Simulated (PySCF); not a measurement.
ReO₂Cl, SMILES [O]=[Re](=[O])[Cl] (connectivity only; charge and spin as stated), neutral, multiplicity 3.

Geometry optimised at PBE-D3(BJ)/def2-SVP. The multiplicity is an assumed one; other spin states were not compared. The def2 effective core potentials stand for the cores of Re; spin–orbit coupling is left out.

Two levels are set side by side: PBE/def2-TZVPD (PySCF) and ωB97X/def2-TZVPD (PySCF). Same geometry, gas phase. Differences are taken from unrounded values.

| quantity | ωB97X |
|---|---|
| α-spin orbital gap (eV) | 8.66 |
| β-spin orbital gap (eV) | 8.84 |
| dipole moment (D) | 0.72 |
| mean polarisability (bohr³) | 57.5 |

Problem. What does PBE give, and how far is it from ωB97X? (Estimate from the structure and the level; the computed values follow.)

Solution. 
| quantity | PBE | PBE minus ωB97X |
|---|---|---|
| α-spin orbital gap (eV) | 1.63 | -7.04 |
| β-spin orbital gap (eV) | 2.75 | -6.09 |
| dipole moment (D) | 0.63 | -0.10 |
| mean polarisability (bohr³) | 60.1 | 2.6 |

PBE's more diffuse valence density responds more strongly to a field. Differences between two approximate levels are no errors against the true value.

Rough cost on one machine, each run with all the roots and properties that it gave: ωB97X against PBE within a factor of 2.
